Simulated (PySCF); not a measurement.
These are PBE0-D3(BJ)/def2-TZVP (PySCF) values and carry that method's errors. All species are isolated molecules in the gas phase. Excitations are Tamm–Dancoff values on a coarser integration grid. The basis has no diffuse functions, so Rydberg states are missing or too high.

Reference species (SMILES): `CC1=CC=C[SiH2]1` (neutral, multiplicity 1).

The T1 excitation (TDA) comes out as 2.62 eV and the S1–T1 gap (TDA) is 1.93 eV.

Changed species: `[SiH2]1C=C(C)C=C1`.

Task: Give the shifts of the T1 excitation (TDA) and S1–T1 gap (TDA).

Result: the T1 excitation (TDA) rises by 0.13 eV, to 2.75 eV; the S1–T1 gap (TDA) hardly moves.
